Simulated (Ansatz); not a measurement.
`C[SiH2][Se][SiH3]`, charge 0, multiplicity 1.

Give a relaxed structure at PBE0-D4/def2-TZVP (Ansatz 0.2.0). (An estimate is asked.)

The calculation gave: 
```xyz
12

C     0.721   -1.046   -1.383
Si    1.330    0.179   -0.117
Se   -0.082    1.962    0.119
Si   -1.697    0.806    1.226
H    -0.247   -1.460   -1.093
H     0.609   -0.567   -2.358
H     1.431   -1.872   -1.480
H     2.627    0.774   -0.529
H     1.490   -0.481    1.207
H    -2.257   -0.284    0.386
H    -2.768    1.780    1.547
H    -1.156    0.211    2.475
```
This is one stationary point; other conformers may exist.
